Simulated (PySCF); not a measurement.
**Shapes and spin states of Cr(OH)3**

Computed with B3LYP in PySCF with Cr def2-SVP, O def2-SVP, H def2-SVP; no relativity; density-fitted integrals.

Relaxations began from a few typed shapes and spin states; open shells are unrestricted. The search is not exhaustive: other isomers or separated fragments can lie lower, and high-lying points may rest on an excited occupation.

Task: Which is the lowest minimum found?
A. broken-symmetry Ms = 1/2 (⟨S²⟩ 1.73) Cs: Cr–O 1.758 Å (×3), O–H 0.968 Å (×3); Cr–O–H 122.0° (×3), O–Cr–O 119.7° (×2), O–Cr–O 120.5°
B. quartet Cs: Cr–O 1.767 Å (×2), Cr–O 1.770 Å, O–H 0.969 Å (×3); Cr–O–H 119.2°, Cr–O–H 120.9° (×2), O–Cr–O 119.4° (×2), O–Cr–O 120.9°
C. quartet C3v: Cr–O 1.767 Å (×3), O–H 0.968 Å (×3); Cr–O–H 123.0° (×3), O–Cr–O 119.8° (×3)
D. quartet C3h: Cr–O 1.766 Å (×3), O–H 0.964 Å (×3); Cr–O–H 130.1° (×3), O–Cr–O 120.0° (×3)

Result: C. The others lie at 1.1 (quartet Cs), 58.5 (quartet C3h, a saddle point), 71.1 (broken-symmetry Ms = 1/2 Cs) kJ/mol above it.

For the lowest minimum: other spin states or occupations of the open shell can lie lower.
